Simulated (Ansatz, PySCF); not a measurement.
System: C₃H, charge -1, multiplicity 1. It need not be the lowest isomer of its formula. 
Geometry from a B3LYP-D3(BJ)/def2-TZVP (Ansatz, an electronic-structure program) optimisation:
```
C
C 1 1.2775
C 1 1.3437 2 174.82
H 3 1.1111 1 109.93 2 180.00
```
Charge -1, spin multiplicity 1.

Wanted: vertical ionisation energy (to the doublet state of charge +0; each state is the SCF solution reached for its spin; the UHF <S^2> is 1.35 for the doublet (pure: 0.75); for the doublet T1 is 0.080; for the singlet the Hartree-Fock reference is unstable and T1 is 0.022), in eV. Cores are frozen in the correlated levels unless marked. Open shells are spin-unrestricted. Spin-orbit coupling is left out. Non-relativistic. Anions need diffuse functions: aug- sets have them; def2-D sets add few. Basis-set limits of correlation are two-point, X^-3; Hartree-Fock from the larger set. [CCSD(T)-MP2]/basis is that difference in the basis named.

```
level                                                          program  vertical ionisation energy (eV)  minus last row
-------------------------------------------------------------  -------  -------------------------------  --------------
HF/aug-cc-pVDZ                                                  Ansatz                             1.16           -1.36
SVWN5/def2-TZVPD                                                Ansatz                             2.44           -0.08
CAM-B3LYP/def2-TZVPD                                            Ansatz                             2.39           -0.13
wB97M-V/def2-TZVPD                                              Ansatz                             2.40           -0.12
B2PLYP/def2-TZVPD                                               Ansatz                             2.27           -0.25
MP2/aug-cc-pVTZ                                                 Ansatz                             3.30            0.78
RI-MP2/aug-cc-pVQZ                                              Ansatz                             3.37            0.85
SCS-MP2/aug-cc-pVTZ                                             Ansatz                             3.33            0.81
CCSD(T)/aug-cc-pVDZ                                             Ansatz                             2.25           -0.27
RI-MP2/CBS(aug-cc-pVTZ,aug-cc-pVQZ)+[CCSD(T)-MP2]/aug-cc-pVTZ   Ansatz                             2.52            0.00
```

For comparison, minus the highest occupied orbital energy (PySCF): -0.82 eV at SVWN5/def2-TZVPD, -0.93 eV at TPSS/def2-TZVPD, 0.80 eV at MN15/def2-TZVPD.
